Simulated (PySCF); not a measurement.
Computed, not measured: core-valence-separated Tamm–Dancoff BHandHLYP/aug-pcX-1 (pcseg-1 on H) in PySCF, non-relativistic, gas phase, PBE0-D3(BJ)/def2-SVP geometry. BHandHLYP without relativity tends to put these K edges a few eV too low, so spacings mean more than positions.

Main lines of an unknown, eV (oscillator strength): C K: 286.5 (0.022), 286.9 (0.035), 287.1 (0.057), 287.4 (0.010), 288.4 (0.016); F K: 685.4 (0.030), 686.7 (0.009), 687.3 (0.049), 687.5 (0.025), 687.9 (0.019). Listed: the first five lines at most of each edge with a tenth or more of its strongest line's intensity; roots within 0.03 eV on the same or equivalent atoms are summed. Only the lowest roots were sought, and the top ones are left out.

Question: Which candidate gives them?
A. `FCCC(F)(F)F`
B. `C[C@@H](F)C(F)(F)F`

Answer: A. 

- `FCCC(F)(F)F`: C K: 286.5 (0.022), 286.9 (0.035), 287.1 (0.057), 287.4 (0.010), 288.4 (0.016); F K: 685.4 (0.030), 686.7 (0.009), 687.3 (0.049), 687.5 (0.025), 687.9 (0.019). First C line listed at 286.5 eV, hole on the chain CH2 carbon; first F line listed at 685.4 eV, hole on the alkyl fluorine.
- `C[C@@H](F)C(F)(F)F`: C K: 285.9 (0.010), 286.6 (0.034), 286.6 (0.025), 287.2 (0.010), 287.4 (0.063); F K: 685.5 (0.034), 687.0 (0.006), 687.3 (0.026), 687.3 (0.028), 687.4 (0.026). First C line listed at 285.9 eV, hole on the methyl carbon; first F line listed at 685.5 eV, hole on the alkyl fluorine.

One conformer each; other structures than these candidates weren't tested.

The values belong to the conformer `[F:1][CH2:2][CH2:3][C:4]([F:5])([F:6])[F:7]`: F1–C2–C3–C4 179°, C2–C3–C4–F5 -59°.
